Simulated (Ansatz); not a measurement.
Geometry optimisation, DFT PBE-D3(BJ), scalar-relativistic, plane waves, PAW (Ansatz 0.2.0).

Input:

```yaml
crystal:
  lattice:
    - [0.0, 5.43, 5.43]
    - [5.43, 0.0, 5.43]
    - [5.43, 5.43, 0.0]
  atoms:
    - { symbol: Si, position: [0.0, 0.0, 0.0] }
    - { symbol: Si, position: [0.125, 0.125, 0.125] }
    - { symbol: Si, position: [0.0, 0.0, 0.5] }
    - { symbol: Si, position: [0.125, 0.125, 0.625] }
    - { symbol: Si, position: [0.0, 0.5, 0.0] }
    - { symbol: Si, position: [0.125, 0.625, 0.125] }
    - { symbol: Si, position: [0.0, 0.5, 0.5] }
    - { symbol: Si, position: [0.125, 0.625, 0.625] }
    - { symbol: Si, position: [0.5, 0.0, 0.0] }
    - { symbol: Si, position: [0.625, 0.125, 0.125] }
    - { symbol: Si, position: [0.5, 0.0, 0.5] }
    - { symbol: Si, position: [0.625, 0.125, 0.625] }
    - { symbol: Si, position: [0.5, 0.5, 0.0] }
    - { symbol: Si, position: [0.625, 0.625, 0.125] }
    - { symbol: Si, position: [0.5, 0.5, 0.5] }
    - { symbol: Si, position: [0.625, 0.625, 0.625] }
    - { symbol: Si, position: [0.3831414, 0.3671409, 0.3685783] }
basis:
  ecutwfc: 420.0
kpoints:
  mp_grid: { grid: [2, 2, 2] }
hamiltonian:
  xc: pbe
  dispersion: d3bj
  pseudopotentials: { kind: paw, azcp: { folder: soft_1 } }
scf:
  occupations: { method: gaussian, width: 0.02 }
  lower_state_search: "off"
relax:
  f_tol: 0.03
  max_steps: 60
  adjacent_minimum: "off"
output:
  write_density: true
  write_potential: true
  elf: true
  volumetric_format: npy
```

Run as:

```bash
$ ansatz run input.yaml --threads 1 --pin off --max-ram 3072MiB --backend cpu --events-out ev --progress --plain --runs-dir out
```

Problem. Where does it end, and by what steps?

Solution. The run converged. The force dipped under the threshold on the way, but the program's further checks kept it going. Limits of this set-up: a small cell, in which the defect meets its images. After 3 steps the energy has fallen by 0.148 eV; Si17 moved furthest, 0.07 Å.

```tsv
step	energy less start (eV)	largest force component (eV/Å)	accepted
0	0.0000	0.742	yes
1	-0.1286	0.333	yes
2	-0.1483	0.020	yes
3	-0.1483	0.020	yes
```

```xyz
17
Lattice="0.0000 5.4300 5.4300 5.4300 0.0000 5.4300 5.4300 5.4300 0.0000" Properties=species:S:1:pos:R:3
Si 0.004 0.006 0.005
Si 1.359 1.357 1.357
Si 2.709 2.712 0.003
Si 4.068 4.077 1.324
Si 2.710 0.003 2.712
Si 4.068 1.324 4.076
Si 5.445 2.696 2.695
Si 6.817 4.073 4.073
Si 0.004 2.709 2.709
Si 1.321 4.073 4.072
Si 2.685 5.456 2.689
Si 4.069 6.821 4.069
Si 2.685 2.689 5.456
Si 4.069 4.069 6.821
Si 5.447 5.452 5.451
Si 6.775 6.789 6.788
Si 4.060 4.074 4.074
```

Time of the run: 27 s on 1 thread of Arm Neoverse V2 (shared host), peak memory 0.5 GiB.
